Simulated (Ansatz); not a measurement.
`CN([SiH2]O)[SiH](F)F` + `C=C[SiH2]S` → `C=C[SiH2]S[SiH](F)F` + `CN[SiH2]O`  (ligand exchange at the Si–N bond)

Gas-phase electronic energies from Ansatz, PBE0-D4/def2-TZVP geometries. CBS: MP2 limit from def2 TZ/QZ plus the TZ coupled-cluster correction, frozen cores. DFT in def2-TZVPP. B3LYP here is the variant with VWN-RPA as its local correlation; programs differ in this. Each species was taken in one conformer, which may not be the lowest.

(1) Is it downhill or uphill in electronic energy at CCSD(T)/CBS, and by how much? (Best estimate.)

(2) What do these levels give: PBE-D4, r2SCAN-D4, PBE0-D4, B2PLYP, PBE, r2SCAN, B3LYP, MP2/def2-TZVPP, HF/def2-QZVPP, SCS-MP2/def2-QZVPP, HF/CBS(def2), MP2/CBS(def2)? (Estimate.)

Largest T1 diagnostic among the species: 0.012.

Answers

(1) Computed: Uphill: ΔE = +3.5 kcal/mol.

(2) The calculation gave: PBE-D4 0.3, r2SCAN-D4 2.0, PBE0-D4 1.2, B2PLYP 3.5, PBE 0.8, r2SCAN 2.1, B3LYP 3.2, MP2/def2-TZVPP 3.6, HF/def2-QZVPP 5.6, SCS-MP2/def2-QZVPP 3.8, HF/CBS(def2) 5.6, MP2/CBS(def2) 2.6 kcal/mol.

From PBE to PBE0 (25 % exact exchange), in def2-TZVPP and without D4, ΔE moves by +0.8 kcal/mol. In def2-TZVPP, CCSD(T) changes the Hartree–Fock value by −0.9 kcal/mol (the triples alone add −0.4 kcal/mol) and MP2 by −1.8 kcal/mol.
